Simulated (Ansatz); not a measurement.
Energy needed to pull apart HTe2 (SMILES [Te][TeH]), doublet, into free ground-state atoms, from the structure below (displaced at random from a GFN2-xTB minimum); no zero-point or spin–orbit terms; open-shell atoms are treated unrestricted, in their ground-state multiplicity.

| atom | x (Å) | y (Å) | z (Å) |
| --- | --- | --- | --- |
| Te1 | 1.4365 | -0.7826 | 0.8274 |
| Te2 | -0.4247 | 1.1039 | -0.1044 |
| H3 | -1.1605 | -0.1985 | -0.7497 |

Ansatz 0.2.0; basis: def2-TZVPP; cores frozen in the correlated methods; orbitals are unrestricted. Filled d shells of the heavier atoms are correlated. Core potentials replace the inner electrons of the atoms past krypton. The def2 sets are not built for correlating such inner shells, so the correlated values are less sure here. B3LYP uses VWN-RPA correlation.

```
   method  atomization energy (kJ/mol)
    SPW92                          628
   PBE-D4                          531
r2SCAN-D4                          500
  PBE0-D4                            ?
 B3LYP-D4                          507
  wB97M-V                            ?
       HF                          250
      MP2                          458
     CCSD                          445
  CCSD(T)                          468
```

(1) What does wB97M-V give? (An estimate is asked for; the value comes from the calculation.)

(2) What does PBE0-D4 give? (To be estimated.)

T1 diagnostic: at most 0.020. ⟨S²⟩ of the unrestricted Hartree–Fock references: 0.78 (a pure state has 0.75).

## Answers

(1) The calculation gives: 474 kJ/mol, which is about 5 kJ/mol more than CCSD(T)/def2-TZVPP.

(2) By the calculation: 498 kJ/mol, which is about 30 kJ/mol more than CCSD(T)/def2-TZVPP.

In triple zeta the MP2 and coupled-cluster atomization energies are still short of their basis limit by a few kcal/mol a bond, whereas those of the functionals are nearly converged, so these differences are not deviations from converged CCSD(T).

For scale, one of the runs: CCSD(T)/def2-TZVPP forces, 114 basis functions (an equivalent command: `ansatz run in.yaml --threads 4`). Hardware: 4 CPU threads, shared host. Wall time 4.2 min; peak host memory 2.4 GiB.
